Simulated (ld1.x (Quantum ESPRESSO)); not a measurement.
# What the settings do to the TM potential of gallium (Ga)

Base potential:

ld1.x (Quantum ESPRESSO) 7.5 input, shortened:

```
&input
   title='Ga', zed=31., rel=1, dft='PBE', iswitch=3,
   config='[Ar] 3d10 4s2 4p1'
 /
 &inputp
   pseudotype=2, tm=.true., lloc=-1, rcloc=1.80,
   nlcc=.true.
 /
2
4S  1  0   2.00   0.00  2.05  2.05  0.0
4P  2  1   1.00   0.00  1.95  1.95  0.0
 &test
   configts(1)='4s2 4p1'
 /
```

All-electron outer shells of the reference configuration (PBE, scalar-relativistic, ld1.x):

| shell | level (eV) | outermost node (bohr) | outermost maximum (bohr) |
| --- | --- | --- | --- |
| 3p | -98.86 | 0.24 | 0.56 |
| 3d | -19.15 | – | 0.53 |
| 4s | -8.95 | 0.81 | 1.90 |
| 4p | -2.58 | 0.87 | 2.53 |

Cutoffs, loose and tight: the cutoffs (Ry, on a coarse ladder) from which the occupation-weighted sum of valence levels, in a spherical-Bessel basis at the reference potential, stays within 10 and 1 mRy of its value at 400 Ry. They do not see the model core or the augmentation charge, which bear on the density cutoff. Test errors are all-electron minus pseudo excitation energies from the reference, over the configurations 4s2 4p0; 4s1 4p0; 4s2 4p0.5; 4s2 4p1.3; 4s1 4p2; 4s1 4p1; 4s0 4p3. A dash means not determined; rows that change the core or the reference have their own tests.

A true bound ghost makes a file unfit for plane-wave use even where its test errors are small: the radial tests pick states by their node count and pass the ghost by.

| change | outcome | cutoff, loose | cutoff, tight | bound ghosts | largest test error (meV) |
| --- | --- | --- | --- | --- | --- |
| base | generated | 12 Ry | 35 Ry | none | -169 |
| wave 4p (bound): rc 1.95 bohr becomes 4p (bound): rc 1.26 bohr | generated | 120 Ry | 180 Ry | p | -173 |
| wave 4p (bound): rc 1.95 bohr becomes 4p (bound): rc 1.60 bohr | generated | 25 Ry | 40 Ry | none | -170 |
| wave 4p (bound): rc 1.95 bohr becomes 4p (bound): rc 2.02 bohr | generated | 12 Ry | 35 Ry | none | -169 |
| wave 4p (bound): rc 1.95 bohr becomes 4p (bound): rc 2.20 bohr | generated | 12 Ry | 35 Ry | none | -169 |
| wave 4p (bound): rc 1.95 bohr becomes 4p (bound): rc 2.62 bohr | generated | 12 Ry | 35 Ry | none | -174 |
| wave 4p (bound): rc 1.95 bohr becomes 4p (bound): rc 2.90 bohr | generated | 12 Ry | 35 Ry | none | -179 |

Reading the sweep of the p radius (base included, trends over the rows without a ghost): The loose cutoff falls from 25 Ry at 1.6 to 12 Ry at 2.9 bohr. A larger radius leaves more room for a smooth pseudo-wave, so fewer plane waves are needed; a smaller one forces it to follow the all-electron wave where it bends sharply. The median size of the test errors (rows with all tests solved) falls from 17.0 meV at 1.6 to 12.7 meV at 2.9 bohr, with one reversal. This runs against the usual rule that a larger radius transfers worse; these runs do not show why. Bound ghosts are found at 1.26 bohr.
